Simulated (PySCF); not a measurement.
Ionisation energy of Yb³⁺ by level of theory

Yb³⁺ [Xe] 4f13 [4f5/2^6 4f7/2^7, M_J = 7/2] → Yb⁴⁺ [Xe] 4f12 [4f5/2^6 4f7/2^6, M_J = 6], as a difference of total energies. Calculation: PySCF 2.14, in x2c-SVPall-2c; the two-component X2C-1e Hamiltonian. Correlated levels: [Ar] 3d10 frozen; the 16 highest virtual spinors dropped. "Screened" scales the spin-orbit matrix elements by Boettger's factors to mimic the two-electron term; Breit and QED terms are absent.

```
                    method  ionisation energy (eV)  difference from reference (eV)
           GHF (spin-free)                  40.225                          -3.385
          GMP2 (spin-free)                  44.422                          +0.812
 GHF (screened spin-orbit)                  39.656                          -3.954
GMP2 (screened spin-orbit)                  43.864                          +0.254
```

Reference: 43.61 ± 0.04 eV (semi-empirical (NIST evaluation); NIST Atomic Spectra Database, ionization energies).

The spin-free rows relax to the high-spin LS determinant and lack the spin-orbit shift.

Errors of the correlated levels include the incompleteness of this basis and the frozen core.

The labels give the starting determinants; with spin-orbit coupling the two ends relaxed to ⟨J²⟩ = 15.76, ⟨L²⟩ = 12.11, ⟨S²⟩ = 0.85 and ⟨J²⟩ = 42.01, ⟨L²⟩ = 30.20, ⟨S²⟩ = 2.08.
